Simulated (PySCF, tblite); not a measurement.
C6H9FO.
SMILES with atom numbers: `[CH3:1][C@@H:2]1[CH:3]=[C:4]([F:5])[C@@H:6]([CH3:7])[O:8]1` (hydrogens: H9, H10, H11 on C1; H12 on C2; H13 on C3; H14 on C6; H15, H16, H17 on C7)

Computed with GFN2-xTB (tblite), gas phase: Langevin dynamics at 300 K from the optimised GFN2-xTB geometry, time step 0.5 fs, friction 0.01 fs⁻¹, 2000 steps. Over the second half of the run the saved frames average 298 K.

Frame at 250 fs, instantaneous temperature 196 K:
```
atom  x, y, z in Å
C1      2.108   -0.081    0.455
C2      0.811   -0.190   -0.371
C3      0.226    1.153   -0.504
C4     -0.948    1.160    0.083
F5     -1.687    2.204    0.489
C6     -1.345   -0.233    0.648
C7     -2.626   -0.748   -0.013
O8     -0.163   -1.000    0.266
H9      2.478   -1.048    0.664
H10     1.977    0.485    1.372
H11     2.925    0.485   -0.022
H12     1.062   -0.670   -1.344
H13     0.746    1.931   -0.947
H14    -1.472   -0.161    1.732
H15    -3.529   -0.224    0.367
H16    -2.719   -1.775    0.210
H17    -2.663   -0.636   -1.087
```

Frame at 425 fs, instantaneous temperature 351 K:
```
atom  x, y, z in Å
C1      2.074    0.296    0.597
C2      0.811    0.240   -0.201
C3      0.007    1.522   -0.223
C4     -1.137    1.248    0.347
F5     -2.180    2.022    0.675
C6     -1.289   -0.177    0.813
C7     -2.451   -0.941    0.131
O8     -0.086   -0.775    0.373
H9      2.489   -0.660    0.697
H10     1.940    0.653    1.603
H11     2.779    0.973    0.073
H12     1.015    0.000   -1.294
H13     0.314    2.429   -0.633
H14    -1.554   -0.334    1.884
H15    -2.458   -2.039    0.188
H16    -2.577   -0.700   -0.910
H17    -3.387   -0.656    0.561
```

Frame at 625 fs, instantaneous temperature 366 K:
```
atom  x, y, z in Å
C1      1.839    0.414    1.227
C2      0.656    0.216    0.272
C3     -0.027    1.522    0.103
C4     -1.315    1.385    0.337
F5     -2.367    2.204    0.208
C6     -1.635   -0.056    0.595
C7     -2.259   -0.637   -0.718
O8     -0.353   -0.671    0.868
H9      2.416   -0.503    1.214
H10     1.367    0.627    2.150
H11     2.364    1.329    0.834
H12     1.037   -0.089   -0.750
H13     0.444    2.354   -0.312
H14    -2.248   -0.165    1.569
H15    -2.342   -1.731   -0.669
H16    -1.621   -0.262   -1.513
H17    -3.284   -0.307   -0.754
```

Frame at 800 fs, instantaneous temperature 270 K:
```
atom  x, y, z in Å
C1      1.598    0.285    1.683
C2      0.527    0.189    0.569
C3     -0.123    1.472    0.087
C4     -1.430    1.392    0.335
F5     -2.369    2.354    0.204
C6     -1.819    0.001    0.904
C7     -2.766   -0.764   -0.006
O8     -0.506   -0.687    0.986
H9      1.873   -0.724    1.989
H10     1.270    0.799    2.612
H11     2.472    0.898    1.303
H12     0.979   -0.402   -0.241
H13     0.553    2.213   -0.343
H14    -2.256    0.051    1.940
H15    -2.478   -1.834    0.021
H16    -2.605   -0.505   -1.000
H17    -3.778   -0.598    0.284
```

Frame at 1000 fs, instantaneous temperature 412 K:
```
atom  x, y, z in Å
C1      1.068    1.418    1.931
C2      0.371    0.677    0.809
C3     -0.476    1.641   -0.054
C4     -1.738    1.355    0.247
F5     -2.770    2.182   -0.118
C6     -1.895    0.252    1.245
C7     -2.776   -0.839    0.567
O8     -0.557   -0.231    1.340
H9      1.340    0.540    2.601
H10     0.338    2.063    2.426
H11     1.993    1.921    1.708
H12     1.137    0.164    0.182
H13    -0.070    2.347   -0.752
H14    -2.273    0.483    2.187
H15    -2.639   -1.739    1.060
H16    -2.419   -1.002   -0.409
H17    -3.865   -0.618    0.615
```

Task: What do single points at PBE0/pcSseg-1 (PySCF, gas phase) give on these frames?

Result: 
| t (fs) | GFN2-xTB E above start (eV) | DFT E above lowest frame (eV) | HOMO (eV) | LUMO (eV) | dipole (D) |
| --- | --- | --- | --- | --- | --- |
| 250 | 0.36 | 0.00 | -7.02 | 0.36 | 0.68 |
| 425 | 0.50 | 0.07 | -7.02 | 0.38 | 1.08 |
| 625 | 0.61 | 0.26 | -7.04 | 0.39 | 1.14 |
| 800 | 0.50 | 0.11 | -6.93 | 0.21 | 0.61 |
| 1000 | 0.55 | 0.23 | -7.04 | 0.21 | 0.73 |

Both levels order the frames alike by energy; measured from each level's lowest frame they differ by 0.07 eV at most. The HOMO–LUMO gap runs from 7.14 to 7.43 eV. These are instantaneous structures, not minima.

Task: And the isotropic GIAO shieldings (ppm) from the same runs?

Result: 
```tsv
atom	250 fs	425 fs	625 fs	800 fs	1000 fs	mean	range
C1	162.2	164.9	156.9	157.3	157.1	159.7	8.0
C2	105.9	97.7	99.2	102.2	105.6	102.1	8.2
C3	80.2	82.1	79.4	75.7	64.6	76.4	17.5
C4	14.2	17.2	10.5	12.7	10.8	13.1	6.7
F5	307.7	304.8	310.6	304.8	306.8	306.9	5.8
C6	98.4	105.5	95.4	95.1	111.3	101.1	16.2
C7	166.0	164.3	160.1	165.8	163.9	164.0	5.9
O8	252.8	246.4	229.9	234.0	254.6	243.5	24.7
H9	30.9	31.0	29.7	29.8	28.9	30.1	2.1
H10	30.8	30.8	30.8	29.9	30.3	30.5	0.9
H11	30.4	30.3	29.5	29.6	30.4	30.0	0.9
H12	26.3	25.7	26.0	26.1	26.6	26.1	0.9
H13	27.4	27.0	27.6	26.2	25.8	26.8	1.8
H14	26.8	26.2	25.8	25.9	27.7	26.5	1.9
H15	29.9	29.9	29.7	29.6	31.5	30.1	1.9
H16	30.9	31.0	30.2	31.5	31.5	31.0	1.3
```

What follows is the cost of the whole dynamics run. Hardware: one thread of an Arm Neoverse V2, shared host with 96 logical CPUs at a one-minute load of 25. Cost: 9.0 s, 0.18 GiB resident at most.
